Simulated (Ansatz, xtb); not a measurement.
# Two structures of Cl3H3OSiSn

Structure X is `[SiH3][O][Sn]([Cl])([Cl])[Cl]`, a singlet and structure Y is a singlet given by its coordinates. Both are isolated molecules in the gas phase, relaxed with PBE0-D4/def2-SVP.

X (Å):

```
atom    x (Å)    y (Å)    z (Å)
  Cl  -1.7333   0.6586  -2.3312
  Cl   1.5782   2.4971  -2.0142
  Cl  -1.0001   2.6916   0.7721
   O   0.7590  -0.2041  -0.0507
  Si   0.2457  -1.4754   0.9075
  Sn  -0.0696   1.3487  -0.8723
   H   1.4341  -2.3307   1.1776
   H  -0.8058  -2.2680   0.2019
   H  -0.3197  -0.9641   2.1923
```

Y (Å):

```xyz
9

Cl    3.0987    1.0077    1.4277
Cl    1.5972   -0.0339   -1.8468
Cl   -0.3755    1.7907    0.7575
O    -1.0722   -0.9691   -0.5909
Si    0.5072   -1.3894   -0.5907
Sn    1.8483    2.3035   -0.1602
H    -1.2495   -0.1275   -0.1359
H     0.6552   -2.6896   -1.2791
H     1.1994   -1.2875    0.7140
```

Close contacts (Å): Cl1–Sn6 2.40, Cl2–Si5 2.15, Cl2–Sn6 2.89, Cl3–Sn6 2.46, O4–Si5 1.63, O4–H7 0.97, Si5–H8 1.48, Si5–H9 1.48.

Task: Estimate which is lower in electronic energy at CCSD(T)/def2-SVP + ΔMP2/def2-TZVPP, and by roughly how much.

Result: The CCSD(T)/def2-SVP + ΔMP2/def2-TZVPP calculation puts structure Y lower, by 22.4 kcal/mol.

How the difference moves with the method:

| level | geometry | E(Y) − E(X) (kcal/mol) | departure from the last row (kcal/mol) | job, with rough time for the two |
| --- | --- | --- | --- | --- |
| PBE0-D4/def2-SVP | PBE0-D4/def2-SVP | −27.9 | −5.5 | optimisation, 95 s |
| HF/def2-SVP | PBE0-D4/def2-SVP | −16.5 | +5.8 | part of the CCSD(T) run |
| MP2/def2-SVP | PBE0-D4/def2-SVP | −12.8 | +9.6 | part of the CCSD(T) run |
| CCSD(T)/def2-SVP | PBE0-D4/def2-SVP | −14.9 | +7.5 | single point |
| CCSD(T)/def2-SVP + ΔMP2/def2-TZVPP | PBE0-D4/def2-SVP | −22.4 |  | single point, 75 s |

None of the levels shown reverses the order. The largest departure from CCSD(T)/def2-SVP + ΔMP2/def2-TZVPP is that of MP2/def2-SVP, 9.6 kcal/mol. Levels run at GFN2-xTB geometries aren't shown. The last row adds to CCSD(T) the change of the MP2 difference between the two basis sets, here −7.5 kcal/mol, a large step that makes the value less sure.

With thermal terms from frequencies at re-optimised GFN2-xTB minima (ideal gas, soft modes damped towards free rotors, one conformer each, 298.15 K, 1 atm): the zero-point term adds +2.1 kcal/mol; ΔH is −20.6 and ΔG −19.9 kcal/mol.

The correlated steps freeze 25 core orbitals; the filled d shell of Sn is correlated, in a basis made for valence electrons. Atoms past krypton carry core potentials in the def2 sets and no spin–orbit term is included. Programs: Ansatz 0.2.0, xtb 6.7.1; the last row on 2 threads of Arm Neoverse V2 on a shared host.
